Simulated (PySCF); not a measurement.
System: C₂H₈Si, net charge 0, singlet state. 
Coordinates optimised at B3LYP-D3(BJ)/def2-TZVP (Ansatz):
```
C
H 1 1.0943
H 1 1.0943 2 106.00
C 1 1.5338 2 110.22 3 119.25
H 4 1.0919 1 111.49 2 -58.33
H 4 1.0921 5 107.54 1 122.31
H 4 1.0921 5 107.54 6 115.38
Si 1 1.8812 2 108.24 3 -115.93
H 8 1.4838 1 110.96 2 57.23
H 8 1.4846 9 108.55 1 -121.37
H 8 1.4846 9 108.55 10 -117.26
```

Dispersion corrections to the total energy (kcal/mol) from the dftd3 and dftd4 libraries through PySCF: D3(BJ) without and D4 with the three-body term, each with the damping fitted for the functional named.

```tsv
functional	D3(BJ)	D4
BHLYP	-6.03	-4.70
LC-wPBE	[?]	-4.51
r2SCAN	[?]	-1.00
CAM-B3LYP	-3.41	-3.40
TPSSh	-5.12	-4.99
revPBE	-11.42	-13.55
B2GP-PLYP	-2.82	[?]
```

Q: What belongs in the gaps?

A: 
- LC-wPBE, D3(BJ): -4.14
- r2SCAN, D3(BJ): -1.23
- B2GP-PLYP, D4: -1.69
